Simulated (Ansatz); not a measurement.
Reaction (hydrogenolysis of the Si–O bond): `C[Si](N)(O)S` + H₂ → `C[SiH](N)S` + H₂O

Gas-phase electronic energies from Ansatz, PBE0-D4/def2-TZVP geometries. CCSD(T)/CBS is the MP2 limit (def2-TZVPP, def2-QZVPP) plus CCSD(T) − MP2 in def2-TZVPP, frozen cores. This one scheme is used for every species. Functionals use def2-TZVPP. Each species was taken in one conformer, which may not be the lowest.

`C[Si](N)(O)S`:

Cartesian coordinates in Å:
```
C 0.658 -0.764 -1.142
Si -0.216 0.407 0.006
N -0.740 -0.501 1.358
O -1.488 1.167 -0.709
S 1.001 2.100 0.501
H 1.583 -1.144 -0.701
H 0.914 -0.249 -2.069
H 0.019 -1.617 -1.389
H -0.380 -1.426 1.521
H -1.008 -0.050 2.218
H -2.333 0.727 -0.604
H 1.991 1.348 1.011
```

H₂:

Z-matrix (Å, degrees):
```
H
H 1 0.746
```

`C[SiH](N)S`:

```xyz
11

C     0.521   -0.308   -1.365
Si   -0.387    0.058    0.217
N     0.541    1.188    1.103
S    -0.589   -1.641    1.511
H    -0.023   -1.053   -1.950
H     0.619    0.593   -1.978
H     1.519   -0.699   -1.157
H    -1.784    0.471   -0.109
H     1.127    1.860    0.639
H     0.272    1.488    2.024
H    -1.816   -1.956    1.065
```

H₂O:

Z-matrix (Å, degrees):
```
O
H 1 0.960
H 1 0.960 2 105.1
```

Task: Is it downhill or uphill in electronic energy at CCSD(T)/CBS, and by how much? (An estimate is asked.)

Result: Computed: Uphill: ΔE = +90.0 kJ/mol.

Task: What do these levels give: PBE0-D4, ωB97X-V, B2PLYP, PBE, r2SCAN, MP2/def2-TZVPP, CCSD/def2-TZVPP, CCSD(T)/def2-TZVPP, HF/def2-QZVPP, SCS-MP2/def2-QZVPP, HF/CBS(def2), CCSD/CBS(def2)? (Estimate.)

Result: Computed: PBE0-D4 86.0, ωB97X-V 91.2, B2PLYP 90.4, PBE 82.0, r2SCAN 96.1, MP2/def2-TZVPP 95.8, CCSD/def2-TZVPP 87.5, CCSD(T)/def2-TZVPP 90.4, HF/def2-QZVPP 82.9, SCS-MP2/def2-QZVPP 92.0, HF/CBS(def2) 82.9, CCSD/CBS(def2) 87.2 kJ/mol.

Largest T1 diagnostic among the species: 0.011.

In def2-TZVPP, CCSD(T) changes the Hartree–Fock value by +7.7 kJ/mol (the triples alone add +2.8 kJ/mol) and MP2 by +13.1 kJ/mol. The D4 term adds +7.6 kJ/mol with B3LYP and +4.1 kJ/mol with PBE0; it sums over pairs of atoms, weighted by their polarisabilities, and B3LYP, whose exchange is more repulsive, gets the larger term.

B3LYP here is the variant with VWN-RPA as its local correlation; programs differ in this.
